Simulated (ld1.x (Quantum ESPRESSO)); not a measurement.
**Transferability test, RRKJ potential for mercury (Hg)**

```json
{
  "Element": "mercury",
  "Generator": "ld1.x (Quantum ESPRESSO) 7.5",
  "Type": "norm-conserving RRKJ (Kleinman–Bylander form)",
  "Functional": "LDA (PZ)",
  "Relativity": "scalar-relativistic",
  "Frozen core": "[Xe] 4f14",
  "Valence charge": "12",
  "Reference configuration": "5d10 6s2 6p0",
  "Partial waves": "6s (bound): rc 2.00 bohr; 6p (bound, empty): rc 3.10 bohr; 5d (bound): rc 2.00 bohr",
  "Local potential": "all-electron potential smoothed inside 2.20 bohr (lloc = -1)",
  "Core correction": "none",
  "rho0": "0.02"
}
```

Energies are relative to the spin-unpolarised reference configuration 5d10 6s2 6p0; without spin polarisation the order of configurations can differ from experiment. Spin-polarised rows fill each open shell by Hund’s rule, majority spin first. The frozen-core shift is the all-electron ΔE with the core orbitals held at their reference shape minus the fully relaxed ΔE.

```tsv
valence configuration	charge	ΔE all-electron (eV)	error AE − PS (meV)	frozen-core shift (meV)
5d10 6s1 6p0	+1	11.048	-0.8	+4.3
5d9 6s0 6p0	+3	66.256	+6.7	+86
5d10 6s0 6p2	0	12.801	-1.5	+4.1
5d10 6s1 6p1	0	6.163	-0.9	+1.8
5d9 6s2 6p1	0	10.356	+12	+29
5d10 6s1.5 6p0	+0.5	4.526	-0.8	+1.6
5d10 6s1 6p0 (spin-polarised)	+1	10.887	+4.9	+4.8
5d9 6s0 6p0 (spin-polarised)	+3	66.104	+105	+87
```

Task: What are ΔE and the potential's error for 5d10 6s0 6p0?

Result: ΔE = 30.444 eV all-electron; the error (AE − PS) is -2.7 meV.
